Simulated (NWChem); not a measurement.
SnF3 cation; SMILES [F][Sn+]([F])[F]

```xyz
4

Sn     0.0000     0.0000     0.0000
F      1.8084    -0.4846     0.0000
F     -1.3238    -1.3238     0.0000
F     -0.4846     1.8084     0.0000
```
Atoms are numbered in this order, from 1.

Level: PBE0/def2-SVP with def2 effective core potentials on Sn (NWChem), optimised geometry, unscaled harmonic frequencies. def2 effective core potentials on Sn; no spin-orbit coupling.

Question: List the harmonic frequencies with IR intensities, and the thermochemistry.

Answer: 
```csv
frequency (cm⁻¹),IR intensity (km/mol)
134,28.3
134,28.3
156,43.3
670,0.0
745,36.2
745,36.2
```

```yaml
zero_point_energy: 3.7 kcal/mol
thermal correction to the enthalpy at 298.15 K (with zero-point energy): 7.5 kcal/mol
heat capacity Cv: 14.1 cal/(mol K)
entropy at 298.15 K and 1 atm (symmetry number 6): 73.0 cal/(mol K)
```

Rigid rotor and harmonic oscillator.
